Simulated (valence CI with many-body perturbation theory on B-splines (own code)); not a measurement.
S X: electric-dipole lines

Method: configuration interaction combined with many-body perturbation theory (CI+MBPT): five valence electrons over a frozen Dirac-Fock core [He], a basis of 9 s, 9 p, 8 d, 6 f, 3 g, 1 h functions for each j, with the one-electron correlation potential Σ1, the two-electron term Σ2, the three-electron term Σ3, Breit, model QED; selected CI, second order for the rest, scaled by the run's own slope (own B-spline code, finite nucleus).

No measured levels were compared; by estimate levels of excited configurations hold to 0.05 to 0.15 % of their energy, terms of the ground configuration to about 0.5 %. Among the levels kept, up to 2200 cm⁻¹ of a level comes from second order outside the variational space, and about a tenth of that is noise between levels of different J, which matters for small intervals.

Lines 201 to 242 of 242 in falling wavelength, among levels below 299.70 eV, chosen from the strongest by gf and those to the six lowest levels. Wavelengths and rates use the calculated energies, so an error of 300 cm⁻¹ moves a line at 44.28 Å by 0.013 % and its rate by three times that or more. Electric multipoles are in the length gauge, E1 and E2 with the static RPA response of the core. Weak lines are less certain than strong ones. Lines between different terms over intervals too small for the method are left out, as are lines whose strength nearly cancels. The highest levels of a list are the least certain.

Names give the largest LS component (configuration and term), which can be under half, so a name can repeat, a term be missing and a line seem to break the LS rules; names also repeat where a configuration has a term twice. Letters in brackets count levels of one name in rising energy.

| λ vac (Å) | Upper | Lower | A (s⁻¹) | S (a.u.) |
| --- | --- | --- | --- | --- |
| 44.28 | 2s2 2p2 3d 2P_1/2 | 2s2 2p3 2D°_3/2 | 6.15e+10 | 5.27e-03 |
| 44.26 | 2s2 2p2 3d 2F_5/2 [a] | 2s2 2p3 2D°_5/2 | 2.95e+10 | 7.57e-03 |
| 44.24 | 2s2 2p2 3d 2F_5/2 [a] | 2s2 2p3 2D°_3/2 | 2.85e+11 | 7.30e-02 |
| 44.14 | 2s2 2p2 3d 4P_5/2 | 2s2 2p3 2D°_5/2 | 4.15e+09 | 1.06e-03 |
| 44.12 | 2s2 2p2 3d 4P_5/2 | 2s2 2p3 2D°_3/2 | 4.77e+08 | 1.21e-04 |
| 44.10 | 2s2 2p2 3d 2F_7/2 [a] | 2s2 2p3 2D°_5/2 | 3.21e+11 | 1.09e-01 |
| 44.09 | 2s2 2p2 3d 4P_3/2 | 2s2 2p3 2D°_5/2 | 3.02e+09 | 5.11e-04 |
| 44.04 | 2s2 2p2 3d 4P_1/2 | 2s2 2p3 2D°_3/2 | 3.41e+08 | 2.87e-05 |
| 43.89 | 2s2 2p2 3d 2D_3/2 [b] | 2s2 2p3 2P°_3/2 | 2.75e+10 | 4.58e-03 |
| 43.88 | 2s2 2p2 3d 2D_5/2 [b] | 2s2 2p3 2P°_3/2 | 2.45e+11 | 6.14e-02 |
| 43.85 | 2s2 2p2 3d 2D_3/2 [b] | 2s2 2p3 2P°_1/2 | 5.55e+11 | 9.24e-02 |
| 43.79 | 2s2 2p2 3d 2F_5/2 [b] | 2s2 2p3 2P°_3/2 | 7.97e+11 | 1.98e-01 |
| 43.57 | 2s2 2p2 3d 2D_3/2 [a] | 2s2 2p3 2D°_5/2 | 9.11e+10 | 1.49e-02 |
| 43.55 | 2s2 2p2 3d 2D_3/2 [a] | 2s2 2p3 2D°_3/2 | 3.36e+11 | 5.47e-02 |
| 43.54 | 2s2 2p2 3d 2D_5/2 [a] | 2s2 2p3 2D°_5/2 | 6.03e+11 | 1.47e-01 |
| 43.52 | 2s2 2p2 3d 2D_5/2 [a] | 2s2 2p3 2D°_3/2 | 3.35e+11 | 8.18e-02 |
| 43.22 | 2s2 2p2 3d 2G_7/2 | 2s2 2p3 2D°_5/2 | 7.60e+10 | 2.42e-02 |
| 43.13 | 2s2 2p2 3d 4F_3/2 | 2s2 2p3 4S°_3/2 | 1.17e+09 | 1.85e-04 |
| 43.09 | 2s2 2p2 3d 4F_5/2 | 2s2 2p3 4S°_3/2 | 3.28e+09 | 7.77e-04 |
| 43.03 | 2s2 2p2 3d 2D_3/2 [b] | 2s2 2p3 2D°_5/2 | 1.05e+11 | 1.65e-02 |
| 43.03 | 2s2 2p2 3d 2D_5/2 [b] | 2s2 2p3 2D°_5/2 | 8.17e+11 | 1.93e-01 |
| 43.01 | 2s2 2p2 3d 2D_3/2 [b] | 2s2 2p3 2D°_3/2 | 8.36e+11 | 1.31e-01 |
| 43.01 | 2s2 2p2 3d 2D_5/2 [b] | 2s2 2p3 2D°_3/2 | 8.02e+11 | 1.89e-01 |
| 43.01 | 2s2 2p2 3d 2F_7/2 [b] | 2s2 2p3 2D°_5/2 | 2.20e+12 | 6.91e-01 |
| 42.94 | 2s2 2p2 3d 2F_5/2 [b] | 2s2 2p3 2D°_5/2 | 2.13e+10 | 5.00e-03 |
| 42.92 | 2s2 2p2 3d 2F_5/2 [b] | 2s2 2p3 2D°_3/2 | 1.07e+12 | 2.50e-01 |
| 42.90 | 2s2 2p2 3d 2P_3/2 | 2s2 2p3 4S°_3/2 | 4.11e+10 | 6.40e-03 |
| 42.87 | 2s2 2p2 3d 4D_1/2 | 2s2 2p3 4S°_3/2 | 1.76e+10 | 1.36e-03 |
| 42.83 | 2s2 2p2 3d 4D_5/2 | 2s2 2p3 4S°_3/2 | 1.36e+11 | 3.16e-02 |
| 42.80 | 2s2 2p2 3d 4D_3/2 | 2s2 2p3 4S°_3/2 | 2.85e+10 | 4.41e-03 |
| 42.71 | 2s2 2p2 3d 2P_1/2 | 2s2 2p3 4S°_3/2 | 4.28e+08 | 3.29e-05 |
| 42.68 | 2s2 2p2 3d 2F_5/2 [a] | 2s2 2p3 4S°_3/2 | 1.95e+10 | 4.50e-03 |
| 42.56 | 2s2 2p2 3d 4P_5/2 | 2s2 2p3 4S°_3/2 | 1.77e+12 | 4.04e-01 |
| 42.51 | 2s2 2p2 3d 4P_3/2 | 2s2 2p3 4S°_3/2 | 1.87e+12 | 2.83e-01 |
| 42.49 | 2s2 2p2 3d 4P_1/2 | 2s2 2p3 4S°_3/2 | 1.92e+12 | 1.46e-01 |
| 42.04 | 2s2 2p2 3d 2D_3/2 [a] | 2s2 2p3 4S°_3/2 | 3.25e+08 | 4.77e-05 |
| 42.01 | 2s2 2p2 3d 2D_5/2 [a] | 2s2 2p3 4S°_3/2 | 1.18e+09 | 2.60e-04 |
| 41.96 | 2s 2p3 3p 6P_3/2 | 2s2 2p3 4S°_3/2 | 1.15e+08 | 1.68e-05 |
| 41.94 | 2s 2p3 3p 6P_5/2 | 2s2 2p3 4S°_3/2 | 3.20e+08 | 7.00e-05 |
| 41.53 | 2s2 2p2 3d 2D_3/2 [b] | 2s2 2p3 4S°_3/2 | 5.62e+08 | 7.95e-05 |
| 41.53 | 2s2 2p2 3d 2D_5/2 [b] | 2s2 2p3 4S°_3/2 | 1.47e+09 | 3.12e-04 |
| 41.44 | 2s2 2p2 3d 2F_5/2 [b] | 2s2 2p3 4S°_3/2 | 4.36e+08 | 9.19e-05 |
